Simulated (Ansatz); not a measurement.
Consider the substitution at a C–Al bond: `[CH3][Al]1[CH]=[C]1F` + `N[SiH](O)O` → `CO[SiH](N)O` + `F[C]1=[CH][AlH]1`.

Computed with Ansatz on PBE0-D4/def2-TZVP structures; ΔE is electronic, products minus reactants. CBS: MP2 limit from def2 TZ/QZ plus the TZ coupled-cluster correction, frozen cores. This one scheme is used for every species. Functionals use def2-TZVPP. Each species was taken in one conformer, which may not be the lowest.

```csv
species,PBE energy (Eh)
`[CH3][Al]1[CH]=[C]1F`,-458.64282
`N[SiH](O)O`,-497.56429
`CO[SiH](N)O`,-536.81453
`F[C]1=[CH][AlH]1`,-419.35172
```

(1) Work out ΔE.

Largest T1 diagnostic among the species: 0.015.

## Answers

(1) ΔE = (-536.81453) + (-419.35172) − (-458.64282) − (-497.56429) = 0.04086 Eh = +25.6 kcal/mol. CCSD(T)/CBS gives +25.6 kcal/mol.

At CCSD(T), def2-SVP lies −5.3 kcal/mol from the extrapolated value and def2-TZVPP −0.6 kcal/mol. In def2-TZVPP, CCSD(T) changes the Hartree–Fock value by +3.9 kcal/mol (the triples alone add +0.4 kcal/mol) and MP2 by +5.6 kcal/mol. Leaving LDA and LC-ωPBE aside and taking each functional with its dispersion term where it has one, the values, not all of them listed here, spread over 2.9 kcal/mol, from B97M-V to PBE-QIDH.
